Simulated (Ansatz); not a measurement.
`B[SiH](F)[SiH2]N` + `N[SiH2]F` → `BN[SiH2]F` + `N[SiH2][SiH2]F`  (cleavage of the B–Si bond)

Isolated molecules relaxed with PBE0-D4/def2-TZVP in Ansatz; ΔE leaves out vibrations. CBS: MP2 limit from def2 TZ/QZ plus the TZ coupled-cluster correction, frozen cores. Functionals use def2-TZVPP. Each species was taken in one conformer, which may not be the lowest.

`B[SiH](F)[SiH2]N`:

```xyz
12

B     0.087   -2.211   -0.068
Si    0.561   -0.671    1.091
F     2.146   -0.425    1.254
Si   -0.483    1.246    0.191
N     0.039    1.521   -1.424
H     0.857   -2.780   -0.783
H    -1.066   -2.531   -0.121
H     0.001   -0.852    2.463
H    -0.116    2.453    0.980
H    -1.952    1.028    0.380
H     0.003    0.794   -2.118
H    -0.078    2.429   -1.844
```

`N[SiH2]F`:

```xyz
7

N    -0.384   -0.565   -0.794
Si    0.129    0.346    0.540
F     1.677    0.768    0.507
H    -0.575   -0.141   -1.687
H    -0.175   -1.545   -0.882
H    -0.039   -0.477    1.758
H    -0.634    1.614    0.559
```

`BN[SiH2]F`:

Z-matrix (Å, degrees):
```
Si
N 1 1.727
F 1 1.598 2 110.7
H 1 1.480 2 109.5 3 -116.8
H 1 1.475 2 108.4 3 118.5
B 2 1.404 1 125.5 3 -100.6
H 2 1.011 1 117.4 3 78.3
H 6 1.197 2 118.6 1 -0.9
H 6 1.196 2 119.8 1 179.4
```

`N[SiH2][SiH2]F`:

```xyz
10

N     0.785   -1.178    1.078
Si    0.448   -0.603   -0.510
Si   -1.016    1.218   -0.313
F    -0.382    2.280    0.722
H     1.049   -0.520    1.794
H     1.266   -2.055    1.205
H     1.635   -0.188   -1.321
H    -0.225   -1.692   -1.271
H    -1.218    1.919   -1.610
H    -2.343    0.820    0.227
```

```json
{"species": "`B[SiH](F)[SiH2]N`", "ωB97M-V energy (Eh)": "-762.66551"}
{"species": "`N[SiH2]F`", "ωB97M-V energy (Eh)": "-446.59760"}
{"species": "`BN[SiH2]F`", "ωB97M-V energy (Eh)": "-472.06548"}
{"species": "`N[SiH2][SiH2]F`", "ωB97M-V energy (Eh)": "-737.25633"}
```

**Question.** Work out ΔE.

**Answer.** ΔE = (-472.06548) + (-737.25633) − (-762.66551) − (-446.59760) = -0.05870 Eh = -154.1 kJ/mol. CCSD(T)/CBS gives -151.5 kJ/mol.

Largest T1 diagnostic among the species: 0.013.

From PBE to PBE0 (25 % exact exchange), in def2-TZVPP and without D4, ΔE moves by −4.3 kJ/mol.
